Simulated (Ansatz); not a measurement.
C2H2B, SMILES `[BH-]C#C` (excited singlet) (charge -1, multiplicity 1). This singlet is an excited state, 0.08 eV above the relaxed triplet at the level B3LYP/aug-cc-pVTZ // PBE0-D3(BJ)/def2-TZVPD (Ansatz, a quantum-chemistry and plane-wave program).

Method: frozen-core CCSDT(Q)/aug-cc-pVDZ // PBE0-D3(BJ)/def2-TZVPD (Ansatz).

Ansatz 0.2 input:
```yaml
crystal:
  periodic: [false, false, false]
  atoms:
    - { symbol: B, position_ang: [-1.210855, -0.232024, 0.062071] }
    - { symbol: C, position_ang: [0.098497, 0.070996, -0.362435] }
    - { symbol: C, position_ang: [1.309727, 0.310747, -0.750249] }
    - { symbol: H, position_ang: [-2.221505, 0.367834, 0.267306] }
    - { symbol: H, position_ang: [2.024129, -0.517555, -0.843545] }
basis:
  gaussian: { orbitals: aug-cc-pVDZ }
correlation:
  method: ccsdt_q
total_charge: -1
```

Output:

```
Functional definition: HF
1370 factors; integrals over basis functions are off by at most 1.9e-7 eV
mean field evaluation 1: about -2758.6831 eV, gradient 1.6e1 eV
mean field evaluation 2: about -2758.6834 eV, gradient 1.6e1 eV
mean field evaluation 4: about -2760.1899 eV, gradient 2.3e0 eV
mean field evaluation 8: about -2760.2315 eV, gradient 1.1e-1 eV
mean field evaluation 16: about -2760.2196 eV, gradient 8.7e-1 eV
mean field evaluation 32: about -2757.3854 eV, gradient 1.3e-3 eV
mean field -2760.23169090 eV, -101.4366436883 hartree, gradient 1.2e-6 eV, S^2 0.000000; 1 other end points of the search recorded, 0 dependent functions left out; unrestricted orbitals would lower it
determinant -2760.23169090 eV, -101.4366436883 hartree, with singles and doubles -2770.61758509 eV, -101.8183182599 hartree
determinant -2757.38544788 eV, -101.3320461867 hartree, with singles and doubles -2768.22398900 eV, -101.7303552260 hartree
3 core orbitals not correlated
reference -2760.23169090 eV, -101.4366436883 hartree; 7, 7 occupied and 77, 77 virtual orbitals, 1370 factors
second order -9.64664994 eV of doubles, -0.00000000 eV of singles
cycle   1  -9.88142931 eV  change   -2.3e-1 eV  update   1.3e-1
cycle   2  -10.53814778 eV  change   -6.6e-1 eV  update   7.0e-2
cycle   3  -11.03538614 eV  change   -5.0e-1 eV  update   3.6e-2
cycle   4  -10.99877315 eV  change    3.7e-2 eV  update   1.6e-2
cycle   5  -10.95315828 eV  change    4.6e-2 eV  update   9.6e-3
cycle   6  -10.96875875 eV  change   -1.6e-2 eV  update   5.1e-3
cycle   7  -10.98011676 eV  change   -1.1e-2 eV  update   3.6e-3
cycle   8  -10.97753994 eV  change    2.6e-3 eV  update   2.5e-3
cycle   9  -10.97443754 eV  change    3.1e-3 eV  update   1.5e-3
cycle  10  -10.97900859 eV  change   -4.6e-3 eV  update   9.0e-4
cycle  11  -10.97707715 eV  change    1.9e-3 eV  update   5.6e-4
cycle  12  -10.97712722 eV  change   -5.0e-5 eV  update   2.9e-4
cycle  13  -10.97726653 eV  change   -1.4e-4 eV  update   1.6e-4
cycle  14  -10.97712666 eV  change    1.4e-4 eV  update   8.1e-5
cycle  15  -10.97699173 eV  change    1.3e-4 eV  update   4.9e-5
cycle  16  -10.97702096 eV  change   -2.9e-5 eV  update   2.5e-5
cycle  17  -10.97703263 eV  change   -1.2e-5 eV  update   1.6e-5
cycle  18  -10.97703146 eV  change    1.2e-6 eV  update   9.5e-6
cycle  19  -10.97703832 eV  change   -6.9e-6 eV  update   5.8e-6
cycle  20  -10.97704578 eV  change   -7.5e-6 eV  update   3.5e-6
cycle  21  -10.97704273 eV  change    3.1e-6 eV  update   2.3e-6
cycle  22  -10.97704005 eV  change    2.7e-6 eV  update   1.6e-6
cycle  23  -10.97704015 eV  change   -9.6e-8 eV  update   1.0e-6
perturbative correction -0.06066895 eV, -0.0022295429 hartree
Total energy: -2771.26940000 eV, -101.8422720161 hartree
```
